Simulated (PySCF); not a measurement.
## Dipole moment and polarisability of `COC(=S)O[SiH3]`

C₂H₆O₂SSi.
Geometry (GFN2-xTB, Å), atoms numbered from 1 in this order:
```
atom  x, y, z in Å
C1     2.450    0.001    0.445
O2     1.185    0.204    1.046
C3     0.108    0.009    0.300
S4     0.139   -0.460   -1.262
O5    -0.996    0.233    0.958
Si6   -2.536    0.060    0.352
H7     3.183    0.186    1.226
H8     2.538   -1.022    0.069
H9     2.595    0.692   -0.388
H10   -2.740   -1.336   -0.009
H11   -3.225    0.485    1.559
H12   -2.699    0.947   -0.792
```

Level: B3LYP/def2-SVPD (PySCF), static field, nuclei fixed, core orbitals frozen in the response. The polarisability tensor in these axes (au):

```
x   97.88 -1.22 -1.93
y   -1.22 63.49  5.34
z   -1.93  5.34 79.75
```

Question: What are the eigenvalues, a third of the trace, and Δα (Δα² = ½Σ(αi − αj)² over the three pairs)?

Answer: Principal values 61.89, 81.06 and 98.17 au; mean 80.37 au = 11.91 Å³ = 13.25 × 10⁻⁴⁰ C²·m²/J; Δα = 31.44 au (39 % of the mean).

Question: What is the dipole moment, and where does it point?

Answer: (0.41, 0.22, 0.80) D, 0.93 D in size, pointing from the negative to the positive side. Measured along this direction, the outermost atoms are H12 and H10 at the negative end and H7 at the positive end.

Question: Rayleigh depolarisation ratio (linearly polarised light, static tensor)?

Answer: ρ = 3Δα²/(45ᾱ² + 4Δα²) = 2965.8/(290680 + 3954.4) = 0.0101.

Question: Molar refractivity from α?

Answer: Lorentz–Lorenz: R = (4π/3)N_A α = 2.5225 cm³/(mol·Å³) × 11.91 Å³ = 30.0 cm³/mol, in the limit of long wavelengths.

Question: Refractivity n − 1 of an ideal gas of it at 273.15 K and 1 atm, from the electronic α?

Answer: N = p/kT = 2.6868 × 10¹⁹ cm⁻³, so n − 1 = 2π × N × 11.91 × 10⁻²⁴ cm³ = 2011 × 10⁻⁶ at long wavelengths.

The structure is a single GFN2-xTB conformer in the gas phase; no vibrational or solvent corrections.
